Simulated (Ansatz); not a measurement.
Compare A (`[F][Ge]1([SH])[CH2][NH]1`) with its isomer B (`[F][GeH]1[NH]C[S]1`).

Computed with Ansatz on PBE0-D4/def2-TZVP structures; ΔE is electronic, products minus reactants. CCSD(T)/CBS is the MP2 limit (def2-TZVPP, def2-QZVPP) plus CCSD(T) − MP2 in def2-TZVPP, frozen cores. Functionals use def2-TZVPP. B3LYP here is the variant with VWN-RPA as its local correlation; programs differ in this. For Ge outer-core shells are correlated without core-valence functions, which leaves a few kJ/mol of doubt a bond. Scalar relativity is left out up to krypton. One conformer a species, not always the lowest.

(1) Which isomer does CCSD(T)/CBS put lower? Give the gap. (Best estimate.)

(2) Give E(B) − E(A) in kcal/mol with r2SCAN-D4, MP2/def2-TZVPP, HF/def2-TZVPP, ωB97M-V, B3LYP-D4, B2PLYP, CCSD(T)/def2-TZVPP. (Estimate.)

Largest T1 diagnostic: 0.012.

Answers

(1) Ansatz gave: B, by 24.2 kcal/mol.

(2) Ansatz gave: r2SCAN-D4 -23.1, MP2/def2-TZVPP -24.5, HF/def2-TZVPP -29.4, ωB97M-V -25.4, B3LYP-D4 -24.2, B2PLYP -24.1, CCSD(T)/def2-TZVPP -24.0. None reverses the order clearly.

In def2-TZVPP, CCSD(T) changes the Hartree–Fock value by +5.4 kcal/mol (the triples alone add +0.8 kcal/mol) and MP2 by +4.9 kcal/mol. The D4 term adds −0.8 kcal/mol with B3LYP and −0.3 kcal/mol with PBE0; it sums over pairs of atoms, weighted by their polarisabilities, and B3LYP, whose exchange is more repulsive, gets the larger term.
